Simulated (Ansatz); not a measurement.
Geometry optimisation, RHF/def2-SVP in Ansatz.

input.yaml

```yaml
crystal:
  periodic: [false, false, false]
  atoms:
    - { symbol: C, position_ang: [-0.2731, -1.1934, 1.0989] }
    - { symbol: C, position_ang: [0.386, -0.5676, -0.1265] }
    - { symbol: "N", position_ang: [1.7708, -0.777, -0.0478] }
    - { symbol: F, position_ang: [0.0571, -1.188, -1.2488] }
    - { symbol: "N", position_ang: [0.2959, 0.8382, -0.3218] }
    - { symbol: Si, position_ang: [-1.1118, 1.7111, -0.7001] }
    - { symbol: H, position_ang: [-0.0936, -2.2207, 1.1762] }
    - { symbol: H, position_ang: [-1.3696, -1.0309, 0.9872] }
    - { symbol: H, position_ang: [-0.0038, -0.6504, 2.0624] }
    - { symbol: H, position_ang: [2.1792, -0.3164, -0.8378] }
    - { symbol: H, position_ang: [1.9433, -1.7701, -0.1812] }
    - { symbol: H, position_ang: [0.7532, 1.2776, 0.5211] }
    - { symbol: H, position_ang: [-0.7988, 3.1519, -0.8237] }
    - { symbol: H, position_ang: [-1.6925, 1.1927, -1.951] }
    - { symbol: H, position_ang: [-2.0642, 1.4923, 0.4223] }
basis:
  gaussian: { orbitals: def2-SVP }
hamiltonian:
  xc: hf
relax:
  f_tol: 0.015
  max_steps: 40
```

Run as:

```bash
$ ansatz run input.yaml --threads 2 --pin off --max-ram 3072MiB --backend cpu --events-out ev --progress --plain --runs-dir out
```

Q: Where does it end, and by what steps?

A: The run converged. After 15 steps the energy has fallen by 0.887 eV; H15 moved furthest, 1.01 Å.

```
step  energy less start (eV)  largest force component (eV/Å)  accepted
   0                  0.0000                           3.224       yes
   1                 -0.6924                           1.165       yes
   2                 -0.7805                           0.513       yes
   3                 -0.8099                           0.206       yes
   4                 -0.8260                           0.210       yes
   5                 -0.8417                           0.149       yes
   6                 -0.8528                           0.261       yes
   7                 -0.8620                           0.311       yes
   8                 -0.8774                           0.223       yes
   9                 -0.8632                           0.663        no
  10                 -0.8821                           0.032       yes
  11                 -0.8847                           0.066       yes
  12                 -0.8856                           0.063       yes
  13                 -0.8863                           0.038       yes
  14                 -0.8866                           0.024       yes
  15                 -0.8867                           0.012       yes
```

```xyz
15
Properties=species:S:1:pos:R:3
C -0.120 -1.209 1.299
C 0.348 -0.543 0.018
N 1.703 -0.843 -0.244
F -0.469 -1.036 -0.992
N 0.144 0.870 -0.013
Si -1.128 1.715 -0.841
H 0.024 -2.290 1.248
H -1.179 -1.007 1.449
H 0.442 -0.817 2.146
H 1.996 -0.449 -1.119
H 1.882 -1.831 -0.245
H 0.819 1.380 0.520
H -0.984 3.129 -0.422
H -1.025 1.650 -2.317
H -2.473 1.230 -0.458
```

The run took 39 s on 2 threads of Arm Neoverse V2 (shared host), peak memory 0.35 GiB.
